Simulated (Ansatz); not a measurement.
Start from `[Cl][Bi]([Cl])[Cl]` and change one element to get `[Cl][Sb]([Cl])[Cl]`.

Ansatz, PBE0-D4/def2-TZVP geometries, multiplicity 1. 

Elements past krypton have def2 core potentials.

```json
{"property": "LUMO energy (PBE0/def2-TZVPP) / eV", "`[Cl][Bi]([Cl])[Cl]`": "-2.17"}
{"property": "HOMO energy (PBE/def2-TZVPP) / eV", "`[Cl][Bi]([Cl])[Cl]`": "-7.58"}
{"property": "size of the dipole moment (B3LYP/def2-TZVPP) / D", "`[Cl][Bi]([Cl])[Cl]`": "3.90"}
{"property": "LUMO energy (PBE/def2-TZVPP) / eV", "`[Cl][Bi]([Cl])[Cl]`": "-2.89"}
{"property": "HOMO–LUMO gap (PBE0/def2-TZVPP) / eV", "`[Cl][Bi]([Cl])[Cl]`": "6.61"}
{"property": "HOMO energy (B3LYP/def2-TZVPP) / eV", "`[Cl][Bi]([Cl])[Cl]`": "-8.54"}
```

What does the change do to each property? (Estimate.)

The calculation gave: 
| property | `[Cl][Sb]([Cl])[Cl]` | shift |
| --- | --- | --- |
| LUMO energy (PBE0/def2-TZVPP) / eV | -1.91 | 0.26 |
| HOMO energy (PBE/def2-TZVPP) / eV | -7.42 | 0.16 |
| size of the dipole moment (B3LYP/def2-TZVPP) / D | 2.70 | -1.20 |
| LUMO energy (PBE/def2-TZVPP) / eV | -2.63 | 0.26 |
| HOMO–LUMO gap (PBE0/def2-TZVPP) / eV | 6.65 | 0.04 |
| HOMO energy (B3LYP/def2-TZVPP) / eV | -8.35 | 0.19 |

Dipoles are sizes alone; their direction can turn.

B3LYP here is the variant with VWN-RPA as its local correlation; programs differ in this.

Spin–orbit coupling is left out; it splits and shifts lone-pair levels of the heavy atoms by tenths of an eV.
